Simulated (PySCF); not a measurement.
Basis-set dependence of population analyses: `C=CO[BH2-][NH3+]`

C2H8BNO.
Z-matrix (Å and degrees, PBE0-D3(BJ)/def2-SVP geometry), rows numbered from 1:
```
C 
C   1  1.3387
O   2  1.3351  1  124.25
B   3  1.4422  2  119.99  1  -157.42
N   4  1.6606  3  104.30  2    86.65
H   1  1.0905  2  120.01  3  -177.51
H   1  1.0927  2  120.97  3     0.15
H   2  1.1025  1  120.76  3   179.17
H   4  1.2220  3  112.40  2  -161.11
H   4  1.2295  3  115.02  2   -27.00
H   5  1.0205  4  111.89  3   177.97
H   5  1.0215  4  109.36  3    57.58
H   5  1.0220  4  110.77  3   -60.82
```

PBE0 throughout (PySCF), one geometry, spherical d and f functions. The structure is a single PBE0-D3(BJ)/def2-SVP conformer in the gas phase; no vibrational or solvent corrections. The first 7 of 10 kinds of atom are listed.

Mulliken charges (e):

```tsv
basis	functions	C1	C2	O3	B4	N5	H6	H7
STO-3G	33	-0.237	+0.007	-0.271	+0.146	-0.416	+0.062	+0.062
6-31G	61	-0.414	+0.140	-0.585	+0.354	-0.868	+0.141	+0.149
pcSseg-0	61	-0.489	+0.087	-0.682	+0.265	-0.820	+0.201	+0.210
6-31G*	86	-0.478	+0.135	-0.464	+0.223	-0.875	+0.156	+0.158
cc-pVDZ	110	-0.120	+0.069	-0.224	-0.031	+0.046	+0.031	+0.026
def2-SVP	110	-0.147	+0.104	-0.281	-0.014	-0.038	+0.036	+0.037
6-311+G(2d,p)	183	-0.386	+0.039	-0.347	+0.129	-0.675	+0.109	+0.108
aug-cc-pVDZ	187	+0.314	+1.254	-0.668	-0.834	-0.066	-0.358	-0.428
def2-TZVP	203	-0.330	+0.036	-0.293	-0.123	-0.421	+0.123	+0.118
IGLO-III	255	-0.328	+0.094	-0.421	+0.181	-0.540	+0.101	+0.098
cc-pVTZ	262	-0.354	+0.057	-0.238	-0.146	-0.016	+0.115	+0.108
```

IAO charges (e):

```tsv
basis	functions	C1	C2	O3	B4	N5	H6	H7
STO-3G	33	-0.362	-0.028	-0.264	-0.042	-0.384	+0.122	+0.121
6-31G	61	-0.412	+0.041	-0.389	-0.022	-0.465	+0.147	+0.149
pcSseg-0	61	-0.407	+0.047	-0.377	-0.030	-0.436	+0.142	+0.144
6-31G*	86	-0.413	+0.075	-0.403	+0.005	-0.449	+0.142	+0.141
cc-pVDZ	110	-0.421	+0.075	-0.396	-0.015	-0.440	+0.144	+0.142
def2-SVP	110	-0.410	+0.075	-0.395	-0.011	-0.431	+0.140	+0.139
6-311+G(2d,p)	183	-0.432	+0.072	-0.413	-0.010	-0.463	+0.152	+0.149
aug-cc-pVDZ	187	-0.432	+0.072	-0.411	-0.014	-0.458	+0.152	+0.149
def2-TZVP	203	-0.432	+0.075	-0.413	-0.006	-0.463	+0.151	+0.148
IGLO-III	255	-0.433	+0.073	-0.414	-0.008	-0.464	+0.152	+0.149
cc-pVTZ	262	-0.432	+0.075	-0.411	-0.007	-0.463	+0.150	+0.148
```

Hirshfeld charges (e):

```
        basis  functions      C1      C2      O3      B4      N5      H6      H7
       STO-3G         33  -0.147  +0.027  -0.167  +0.036  +0.005  +0.014  +0.014
        6-31G         61  -0.169  +0.017  -0.200  +0.023  -0.057  +0.035  +0.035
     pcSseg-0         61  -0.169  +0.021  -0.180  +0.017  -0.056  +0.033  +0.031
       6-31G*         86  -0.173  +0.016  -0.186  +0.020  -0.058  +0.035  +0.033
      cc-pVDZ        110  -0.174  +0.016  -0.167  +0.021  -0.077  +0.033  +0.030
     def2-SVP        110  -0.175  +0.019  -0.174  +0.018  -0.077  +0.034  +0.031
6-311+G(2d,p)        183  -0.173  +0.011  -0.193  +0.042  -0.097  +0.035  +0.036
  aug-cc-pVDZ        187  -0.175  +0.013  -0.187  +0.037  -0.104  +0.036  +0.036
    def2-TZVP        203  -0.175  +0.013  -0.187  +0.035  -0.097  +0.036  +0.035
     IGLO-III        255  -0.175  +0.013  -0.188  +0.037  -0.105  +0.036  +0.035
      cc-pVTZ        262  -0.176  +0.015  -0.182  +0.033  -0.098  +0.035  +0.034
```

ESP-fitted charges (e):

```json
{"basis": "STO-3G", "functions": "33", "C1": "-0.489", "C2": "+0.186", "O3": "-0.263", "B4": "+0.045", "N5": "-0.382", "H6": "+0.120", "H7": "+0.137"}
{"basis": "6-31G", "functions": "61", "C1": "-0.713", "C2": "+0.309", "O3": "-0.474", "B4": "+0.351", "N5": "-0.531", "H6": "+0.205", "H7": "+0.238"}
{"basis": "pcSseg-0", "functions": "61", "C1": "-0.769", "C2": "+0.340", "O3": "-0.463", "B4": "+0.339", "N5": "-0.560", "H6": "+0.223", "H7": "+0.252"}
{"basis": "6-31G*", "functions": "86", "C1": "-0.693", "C2": "+0.219", "O3": "-0.354", "B4": "+0.301", "N5": "-0.493", "H6": "+0.204", "H7": "+0.230"}
{"basis": "cc-pVDZ", "functions": "110", "C1": "-0.684", "C2": "+0.225", "O3": "-0.330", "B4": "+0.256", "N5": "-0.459", "H6": "+0.198", "H7": "+0.222"}
{"basis": "def2-SVP", "functions": "110", "C1": "-0.691", "C2": "+0.258", "O3": "-0.359", "B4": "+0.260", "N5": "-0.466", "H6": "+0.198", "H7": "+0.223"}
{"basis": "6-311+G(2d,p)", "functions": "183", "C1": "-0.780", "C2": "+0.250", "O3": "-0.353", "B4": "+0.338", "N5": "-0.604", "H6": "+0.228", "H7": "+0.264"}
{"basis": "aug-cc-pVDZ", "functions": "187", "C1": "-0.762", "C2": "+0.265", "O3": "-0.358", "B4": "+0.368", "N5": "-0.596", "H6": "+0.217", "H7": "+0.255"}
{"basis": "def2-TZVP", "functions": "203", "C1": "-0.770", "C2": "+0.252", "O3": "-0.346", "B4": "+0.334", "N5": "-0.587", "H6": "+0.225", "H7": "+0.257"}
{"basis": "IGLO-III", "functions": "255", "C1": "-0.761", "C2": "+0.251", "O3": "-0.355", "B4": "+0.359", "N5": "-0.587", "H6": "+0.221", "H7": "+0.256"}
{"basis": "cc-pVTZ", "functions": "262", "C1": "-0.734", "C2": "+0.236", "O3": "-0.349", "B4": "+0.353", "N5": "-0.581", "H6": "+0.214", "H7": "+0.245"}
```

Which scheme is steadiest as the basis changes?

Largest range over the bases for any column: Hirshfeld 0.11 e, IAO 0.15 e, ESP-fitted 0.32 e, Mulliken 1.25 e. Hirshfeld charges move least and Mulliken charges most, counted in e. Without the minimal STO-3G basis the ranges are Hirshfeld 0.05, IAO 0.04, ESP-fitted 0.14, Mulliken 1.22 e.

How much do the charges still move between the two largest bases, IGLO-III and cc-pVTZ?

At most, over all atoms: Mulliken 0.524 e, IAO 0.003 e, Hirshfeld 0.006 e, ESP-fitted 0.027 e.

What do the same runs give for the total energy, the frontier levels and the dipole moment?

| basis | energy (Eh) | HOMO (eV) | LUMO (eV) | μ (D) |
| --- | --- | --- | --- | --- |
| STO-3G | -232.5788 | -2.87 | 5.22 | 6.30 |
| 6-31G | -235.5159 | -5.70 | 1.04 | 6.11 |
| pcSseg-0 | -235.0535 | -5.97 | 0.68 | 6.11 |
| 6-31G* | -235.5784 | -5.68 | 1.17 | 5.82 |
| cc-pVDZ | -235.6021 | -5.85 | 0.60 | 5.77 |
| def2-SVP | -235.4193 | -5.92 | 0.57 | 5.82 |
| 6-311+G(2d,p) | -235.6654 | -6.10 | -0.64 | 5.50 |
| aug-cc-pVDZ | -235.6212 | -6.09 | -0.83 | 5.45 |
| def2-TZVP | -235.6840 | -6.07 | -0.03 | 5.54 |
| IGLO-III | -235.6917 | -6.09 | -0.31 | 5.49 |
| cc-pVTZ | -235.6790 | -6.03 | 0.07 | 5.55 |

The dipole is fixed by the density alone, so its range of 0.85 D shows that the density itself changes with the basis, not only its division among atoms.
